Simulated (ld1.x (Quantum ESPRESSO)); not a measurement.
## In (Z = 49): one change to a TM potential, before and after

In, norm-conserving Troullier–Martins (Kleinman–Bylander form), made with ld1.x (Quantum ESPRESSO) 7.5 (PBE, scalar-relativistic). Core [Kr] 4d10, reference 5s1.5 5p0 (charge +1.5). Waves: 5s (bound): rc 1.90 bohr; 5p (bound, empty): rc 2.40 bohr. Local part: all-electron potential smoothed inside 1.70 bohr (lloc = -2). Core correction: a·sin(br)/r model core inside 1.75 bohr.

Change: wave 5s (bound): rc 1.90 bohr becomes 5s (bound): rc 1.42 bohr.

Cutoffs: the cutoffs (Ry, on a coarse ladder) from which the occupation-weighted sum of valence levels, in a spherical-Bessel basis at the reference potential, stays within 10 and 1 mRy of its value at 400 Ry; they do not see the model core or the augmentation charge, which bear on the density cutoff. Errors are all-electron minus pseudo energies relative to the spin-unpolarised reference configuration.

Q: How do hardness, ghosts and transferability respond?

A: The potential gets harder (12 Ry and 30 Ry → 90 Ry and 160 Ry); both files keep a bound ghost (d); of the 7 tests that both files solve, the error grows in 3 and shrinks in 1 by more than 15 % and 0.3 meV (median size 20.2 → 28.9 meV). A smaller radius makes the pseudo-wave follow the all-electron one further in, where it bends more sharply, so more plane waves are needed.

```csv
quantity,base,changed
"cutoff, loose",12 Ry,90 Ry
"cutoff, tight",30 Ry,160 Ry
bound ghosts,d,d
"error for 5s2 5p1, meV [ΔE -13.89 eV]",-54,-46
"error for 5s2 5p0, meV [ΔE -8.52 eV]",-20,-17
"error for 5s1 5p0, meV [ΔE 10.71 eV]",-31,-29
"error for 5s1 5p1, meV [ΔE -1.93 eV]",-2.1,-5.0
"error for 5s0 5p3, meV [ΔE -1.94 eV]",-19,-43
"error for 5s1 5p2, meV [ΔE -8.05 eV]",-15,-19
"error for 5s2 5p1.3, meV [ΔE -14.42 eV]",-59,-50
s: phases at 2.59 bohr within 0.05 rad from the reference energy up to (Ry; the scan ends near 5),-0.2,-0.7
p: phases at 2.59 bohr within 0.05 rad from the reference energy up to (Ry; the scan ends near 5),1.1,1.1
```

 A true bound ghost makes a file unfit for plane-wave use even where its test errors are small: the radial tests pick states by their node count and pass the ghost by.
